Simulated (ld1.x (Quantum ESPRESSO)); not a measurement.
# How hard is this Zr TM potential?

zirconium (Zr), norm-conserving Troullier–Martins (Kleinman–Bylander form), made with ld1.x (Quantum ESPRESSO) 7.5 (LDA (PZ), scalar-relativistic). Core [Kr], reference 4d2 5s2 5p0. Waves: 5s (bound): rc 2.65 bohr; 5p (bound, empty): rc 3.65 bohr; 4d (bound): rc 1.85 bohr. Local part: all-electron potential smoothed inside 3.35 bohr (lloc = -1). Core correction: none.

The pseudo-atom Hamiltonian at the reference potential is diagonalised in spherical Bessel functions j_l(qr) that vanish at 20 bohr, with q² up to the cutoff. All-electron valence levels (Ry): 5s -0.3378, 5p -0.1139, 4d -0.2747.

Problem. How do the lowest levels (Ry) of each channel move with the cutoff, and are there ghosts?

Solution.

```csv
cutoff (Ry),s #1,p #1,p #2,d #1,f #1,f #2,Σ f·Δε (mRy)
8,-0.3358,-0.1139,0.0459,-0.0536,0.1034,0.2156,446.1
10,-0.3370,-0.1139,0.0459,-0.0943,0.1034,0.2156,362.4
12,-0.3374,-0.1139,0.0459,-0.1407,0.1034,0.2156,268.8
15,-0.3374,-0.1139,0.0459,-0.1843,0.1034,0.2156,181.4
18,-0.3375,-0.1139,0.0459,-0.2325,0.1034,0.2156,84.7
21,-0.3377,-0.1139,0.0459,-0.2519,0.1034,0.2156,45.8
30,-0.3377,-0.1139,0.0459,-0.2713,0.1034,0.2156,6.7
35,-0.3377,-0.1139,0.0459,-0.2739,0.1034,0.2156,1.5
40,-0.3378,-0.1139,0.0459,-0.2745,0.1034,0.2156,0.3
45,-0.3378,-0.1139,0.0459,-0.2746,0.1034,0.2156,0.1
50,-0.3378,-0.1139,0.0459,-0.2746,0.1034,0.2156,0.1
400,-0.3378,-0.1139,0.0459,-0.2747,0.1034,0.2156,0.0
```

Result: no extra level below or beside the all-electron valence levels (s, p, d, f tested); 10 mRy is reached at 30 Ry and 1 mRy at 40 Ry.
